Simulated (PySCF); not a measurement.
C₈H₁₃N.
SMILES with atom numbers: `[CH2:1]=[CH:2][C:3](=[CH2:4])[N:5]1[CH2:6][CH2:7][CH2:8][CH2:9]1` (hydrogens: H10, H11 on C1; H12 on C2; H13, H14 on C4; H15, H16 on C6; H17, H18 on C7; H19, H20 on C8; H21, H22 on C9)

The same species was optimised twice, with GFN2-xTB and with PBE0-D3(BJ)/def2-SVP (PySCF), and the same property calculations (PySCF, gas phase) were run on both structures.

| coordinate | GFN2-xTB | PBE0-D3(BJ)/def2-SVP | change |
| --- | --- | --- | --- |
| C3=C4 (Å) | 1.342 | 1.357 | +0.015 |
| C1=C2 (Å) | 1.325 | 1.336 | +0.011 |
| C2–C3 (Å) | 1.468 | 1.478 | +0.010 |
| C6–C7 (Å) | 1.530 | 1.526 | -0.004 |
| N5–C9 (Å) | 1.447 | 1.444 | -0.003 |
| C3–N5 (Å) | 1.377 | 1.375 | -0.002 |
| C8–C9 (Å) | 1.525 | 1.523 | -0.002 |
| N5–C6 (Å) | 1.452 | 1.454 | +0.002 |
| C7–C8 (Å) | 1.526 | 1.526 | 0.000 |
| C3–N5–C6 (°) | 122.2 | 124.3 | +2.1 |
| N5–C6–C7 (°) | 104.8 | 103.6 | -1.2 |
| C6–N5–C9 (°) | 111.2 | 112.4 | +1.2 |
| C3–N5–C9 (°) | 121.1 | 121.6 | +0.5 |
| C7–C8–C9 (°) | 102.2 | 102.5 | +0.3 |
| N5–C9–C8 (°) | 103.9 | 103.6 | -0.3 |
| C6–C7–C8 (°) | 102.7 | 103.0 | +0.3 |
| C1–C2–C3 (°) | 124.5 | 124.7 | +0.2 |
| C1–C2–C3–C4 (°) | 37 | 40 | +3 |
| C2–C3–N5–C6 (°) | 25 | 19 | -6 |

Rotational constants: A = 3486, B = 1087, C = 874.4 MHz (GFN2-xTB) against A = 3436, B = 1081, C = 865.2 MHz (PBE0-D3(BJ)/def2-SVP). Point groups within 0.08 Å: C1 and C1.

On the GFN2-xTB structure: HOMO (eV) -5.38 [PBE0/pcSseg-1]; LUMO (eV) -0.28 [PBE0/pcSseg-1]; dipole (D) 1.96 [PBE0/pcSseg-1]; GIAO shielding of C1 (ppm) 65.7 [PBE0/pcSseg-1]; GIAO shielding of C2 (ppm) 41.8 [PBE0/pcSseg-1]; GIAO shielding of C3 (ppm) 30.0 [PBE0/pcSseg-1]; GIAO shielding of C4 (ppm) 105.3 [PBE0/pcSseg-1]; GIAO shielding of N5 (ppm) 171.6 [PBE0/pcSseg-1]; GIAO shielding of C6/C9 (mean) (ppm) 135.5 [PBE0/pcSseg-1]; GIAO shielding of C7/C8 (mean) (ppm) 157.0 [PBE0/pcSseg-1].

Task: What do these properties become on the PBE0-D3(BJ)/def2-SVP structure?

Result: 
```json
{"property": "HOMO (eV)", "level": "PBE0/pcSseg-1", "on GFN2-xTB": "-5.38", "on PBE0-D3(BJ)/def2-SVP": "-5.32", "change": "+0.06"}
{"property": "LUMO (eV)", "level": "PBE0/pcSseg-1", "on GFN2-xTB": "-0.28", "on PBE0-D3(BJ)/def2-SVP": "-0.29", "change": "-0.01"}
{"property": "dipole (D)", "level": "PBE0/pcSseg-1", "on GFN2-xTB": "1.96", "on PBE0-D3(BJ)/def2-SVP": "2.05", "change": "+0.09"}
{"property": "energy, GFN2-xTB geometry as zero (kcal/mol)", "level": "PBE0/pcSseg-1", "on GFN2-xTB": "0.0", "on PBE0-D3(BJ)/def2-SVP": "-0.8", "change": "-0.8"}
{"property": "GIAO shielding of C1 (ppm)", "level": "PBE0/pcSseg-1", "on GFN2-xTB": "65.7", "on PBE0-D3(BJ)/def2-SVP": "61.3", "change": "-4.4"}
{"property": "GIAO shielding of C2 (ppm)", "level": "PBE0/pcSseg-1", "on GFN2-xTB": "41.8", "on PBE0-D3(BJ)/def2-SVP": "39.0", "change": "-2.8"}
{"property": "GIAO shielding of C3 (ppm)", "level": "PBE0/pcSseg-1", "on GFN2-xTB": "30.0", "on PBE0-D3(BJ)/def2-SVP": "29.1", "change": "-0.9"}
{"property": "GIAO shielding of C4 (ppm)", "level": "PBE0/pcSseg-1", "on GFN2-xTB": "105.3", "on PBE0-D3(BJ)/def2-SVP": "103.2", "change": "-2.1"}
{"property": "GIAO shielding of N5 (ppm)", "level": "PBE0/pcSseg-1", "on GFN2-xTB": "171.6", "on PBE0-D3(BJ)/def2-SVP": "169.5", "change": "-2.1"}
{"property": "GIAO shielding of C6/C9 (mean) (ppm)", "level": "PBE0/pcSseg-1", "on GFN2-xTB": "135.5", "on PBE0-D3(BJ)/def2-SVP": "135.2", "change": "-0.3"}
{"property": "GIAO shielding of C7/C8 (mean) (ppm)", "level": "PBE0/pcSseg-1", "on GFN2-xTB": "157.0", "on PBE0-D3(BJ)/def2-SVP": "155.5", "change": "-1.5"}
```

The heavy atoms differ by 0.043 Å rms after alignment. Among bonds between heavy atoms C3=C4 changes most (+0.015 Å). Changes are differences of the printed values. Neither structure is proved a minimum here.
